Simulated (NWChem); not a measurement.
The numbers come from NWChem runs, not from measurements. System: H3Al, charge 0, spin multiplicity 1, at a geometry optimised with PBE/def2-SVP. The structure started from a generated list of species. Level: MP2/def2-TZVP, 5 core orbitals frozen.

Output (cleaned and shortened):

```
             Northwest Computational Chemistry Package (NWChem) 7.3.0
             --------------------------------------------------------

                                NWChem Input Module
                                -------------------

 Scaling coordinates for geometry "geometry" by  1.889725989
 (inverse scale =  0.529177249)

 Turning off AUTOSYM since
 SYMMETRY directive was detected!

                             Geometry "geometry" -> ""
                             -------------------------

 Output coordinates in angstroms (scale by  1.889725989 to convert to a.u.)

  No.       Tag          Charge          X              Y              Z
 ---- ---------------- ---------- -------------- -------------- --------------
    1 Al                  13.0000     0.00000000     0.00000000    -0.00000100
    2 H                    1.0000     0.00000000     0.00000000     1.60082100
    3 H                    1.0000     1.38634900     0.00000000    -0.80040400
    4 H                    1.0000    -1.38634900     0.00000000    -0.80040400

 Effective nuclear repulsion energy (a.u.)      13.4646686851

            Nuclear Dipole moment (a.u.)
            ----------------------------
        X                 Y               Z
 ---------------- ---------------- ----------------
     0.0000000000     0.0000000000     0.0000000000

      Symmetry information
      --------------------

 Group name             C2v
 Group number             16
 Group order               4
 No. of unique centers     3

      Symmetry unique atoms

     1    2    3


 Summary of "ao basis" -> "" (spherical)
 ------------------------------------------------------------------------------
       Tag                 Description            Shells   Functions and Types
 ---------------- ------------------------------  ------  ---------------------
 *                         def2-tzvp                  on all atoms

 Summary of "ao basis" -> "ao basis" (spherical)
 ------------------------------------------------------------------------------
       Tag                 Description            Shells   Functions and Types
 ---------------- ------------------------------  ------  ---------------------
 Al                        def2-tzvp                13       37   5s5p2d1f
 H                         def2-tzvp                 4        6   3s1p

                                 NWChem SCF Module
                                 -----------------
[...]
    Atom       Charge   Shell Charges
 -----------   ------   -------------------------------------------------------
    1 Al  13    12.57   2.00  0.65  1.33  0.78  0.26  2.92  2.28  0.82  0.97  0.32  0.11  0.10  0.02
    2 H    1     1.14   0.22  0.57  0.35  0.01
    3 H    1     1.14   0.22  0.57  0.35  0.01
    4 H    1     1.14   0.22  0.57  0.35  0.01

       Multipole analysis of the density wrt the origin
       ------------------------------------------------

     L   x y z        total         open         nuclear
     -   - - -        -----         ----         -------
     0   0 0 0     -0.000000      0.000000     16.000000

     1   1 0 0      0.000000      0.000000      0.000000
     1   0 1 0     -0.000000      0.000000      0.000000
     1   0 0 1     -0.000013      0.000000      0.000000

     2   2 0 0    -14.126201      0.000000     13.726911
     2   1 1 0      0.000000      0.000000      0.000000
     2   1 0 1     -0.000000      0.000000      0.000000
     2   0 2 0     -8.670926      0.000000      0.000000
     2   0 1 1      0.000000      0.000000      0.000000
     2   0 0 2    -14.126211      0.000000     13.726889

                   NWChem MP2 Semi-direct Energy/Gradient Module
                   ---------------------------------------------

  Basis functions       =     55
  Molecular orbitals    =     55
  Frozen core           =      5
  Frozen virtuals       =      0
  Active alpha occupied =      3
  Active beta occupied  =      3
  Active alpha virtual  =     47
  Active beta virtual   =     47
  Use MO symmetry       = T
  Use skeleton AO sym   = T

  AO/Fock/Back tols     =   1.0D-09  1.0D-09  1.0D-09

 GA uses MA = F    GA memory limited = T

 Available:
  local mem=  1.26D+08
 global mem=  1.44D+08
 local disk=  0.00D+00
  mp2_memr nvloc                    47
  nvloc new                    47
   1 passes of   3:        3145728                      13218                    743519.
   1 passes of   3: M    126152694           G      144173150           F     123006966.

 Semi-direct pass number   1 of   1  for RHF alpha+beta  at        0.2s
  vrange nnbf                  1540
  mp2_eaftype                    10  avail_ma_in_mb                  1099
 EAF : mp2_eaftype filesize          10     371759.
  mp2_eaf for mointskh                     10
Node 0 wrote      1.7 Mb in      0.0 s     Agg I/O rate:  4601.3 Mb/s
 Done moints_semi at        0.5s
  mp2_eaftype                    10  avail_ma_in_mb                  1089
 EAF : mp2_eaftype filesize          10     371759.
  mp2_eaf for kh                    10
 Done maket at        0.5s
 Done multipass loop at        0.5s

          -------------------------------------------
          SCF energy                -243.640886057857
          Correlation energy          -0.084947108344
          Singlet pairs               -0.078325031506
          Triplet pairs               -0.006622076839
          Total MP2 energy          -243.725833166202
          -------------------------------------------

          ---------------------------------------------------
                    Spin Component Scaled (SCS) MP2
          Same spin pairs                     -0.004414717893
          Same spin scaling factor             0.333333333333
          Opposite spin pairs                 -0.080532390452
          Opposite spin scaling fact.          1.200000000000
          SCS-MP2 correlation energy          -0.098110441173
          Total SCS-MP2 energy              -243.738996499030
          ---------------------------------------------------

 -----------------------
 Performance information
 -----------------------

 Timer overhead =  1.45D-07 seconds/call

               Nr. of calls         CPU time (s)                 Wall time (s)                GFlops
             ---------------    -------------------     ------------------------------   -------------------
Name         Min   Avg   Max    Min     Avg     Max     Min     Avg     Max   Mx/calls   Min     Max     Sum
mp2: moin     1     1     1   0.32    0.32    0.32     0.32    0.32    0.32    0.32      0.0     0.0     0.0
mp2: make     1     1     1   5.39E-3 5.39E-3 5.39E-3  5.39E-3 5.39E-3 5.39E-3 5.39E-3   0.0     0.0     0.0
mp2: tota     1     1     1   0.35    0.35    0.35     0.35    0.35    0.35    0.35      0.0     0.0     0.0

 The average no. of pstat calls per process was 3.00D+00
 with a timing overhead of 4.35D-07s

 Task  times  cpu:        0.5s     wall:        0.5s

 Total times  cpu:        0.5s     wall:        0.5s
```

Q: Write an NWChem input that would produce this output.

A: This is not unique; one that fits is 
```
start mol
memory heap 200 mb stack 900 mb global 1100 mb
geometry units angstroms nocenter noautoz
  Al     0.000000     0.000000    -0.000001
  H      0.000000     0.000000     1.600821
  H      1.386349     0.000000    -0.800404
  H     -1.386349     0.000000    -0.800404
  symmetry group C2v
end
basis spherical
  * library def2-tzvp
end
scf
  rhf
  nopen 0
  maxiter 100
  thresh 1e-7
  semidirect memsize 60000000 filesize 0
end
mp2
  freeze core 5
end
task mp2 energy
```
